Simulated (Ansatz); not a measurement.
`N=C[SiH](N)F` + `BC=C` → `B/C=C\[SiH](N)F` + `C=N`  (formal exchange of groups at the Si–C bond)

Calculated with Ansatz (gas phase, PBE0-D4/def2-TZVP geometries, no zero-point term in ΔE). CCSD(T)/CBS adds triple-zeta CCSD(T) − MP2 to the extrapolated MP2 energy (def2 sets, frozen cores). This one scheme is used for every species. Functionals use def2-TZVPP. One conformer a species, not always the lowest.

`N=C[SiH](N)F`:

Z-matrix (Å, degrees):
```
Si
C 1 1.881
F 1 1.607 2 103.5
N 1 1.693 2 109.4 3 123.1
H 1 1.480 2 114.8 3 -115.5
N 2 1.270 1 124.7 3 -0.1
H 2 1.097 1 119.2 3 -179.4
H 4 1.006 1 122.0 2 160.9
H 4 1.007 1 122.3 2 -42.4
H 6 1.024 2 110.7 1 0.8
```

`BC=C`:

Cartesian coordinates in Å:
```
B -0.043 -1.262 0.237
C 0.532 0.120 -0.103
C -0.269 1.190 -0.176
H -1.221 -1.362 0.435
H 0.648 -2.236 0.309
H 1.594 0.268 -0.292
H -1.336 1.096 0.004
H 0.095 2.187 -0.414
```

`B/C=C\[SiH](N)F`:

Z-matrix (Å, degrees):
```
Si
N 1 1.701
F 1 1.605 2 113.6
C 1 1.868 2 106.2 3 -118.4
H 1 1.477 2 107.5 3 117.1
H 2 1.007 1 121.0 3 -76.5
H 2 1.007 1 121.9 3 74.4
C 4 1.347 1 125.7 2 -171.0
H 4 1.093 1 116.1 2 8.3
B 8 1.539 4 122.1 1 -3.3
H 8 1.090 4 117.7 1 179.4
H 10 1.197 8 119.6 4 9.4
H 10 1.196 8 121.5 4 -170.2
```

`C=N`:

Cartesian coordinates in Å:
```
C -0.277 -0.275 0.005
N 0.270 0.756 -0.473
H 0.087 -0.830 0.877
H -1.182 -0.659 -0.470
H 1.102 1.009 0.061
```

| level | ΔE (kJ/mol) | difference from CCSD(T)/CBS |
| --- | --- | --- |
| r2SCAN-D4 | 0.8 | 1.5 |
| ωB97X-V | 0.8 | 1.5 |
| ωB97M-V | 0.5 | 1.2 |
| B2PLYP | 2.5 | 3.2 |
| HF/def2-TZVPP | 3.4 | 4.1 |
| MP2/def2-TZVPP | -1.8 | -1.1 |
| SCS-MP2/def2-TZVPP | -1.0 | -0.3 |
| MP2/def2-QZVPP | -1.7 | -1.0 |
| SCS-MP2/def2-QZVPP | -0.9 | -0.2 |
| HF/CBS(def2) | 3.2 | 3.9 |
| CCSD(T)/CBS | -0.7 | 0 |

Largest T1 diagnostic among the species: 0.012.

In def2-TZVPP, CCSD(T) changes the Hartree–Fock value by −4.4 kJ/mol (the triples alone add −0.3 kJ/mol) and MP2 by −5.2 kJ/mol. The D4 term adds −4.5 kJ/mol with B3LYP and −2.6 kJ/mol with PBE0; it sums over pairs of atoms, weighted by their polarisabilities, and B3LYP, whose exchange is more repulsive, gets the larger term.

B3LYP here is the variant with VWN-RPA as its local correlation; programs differ in this.
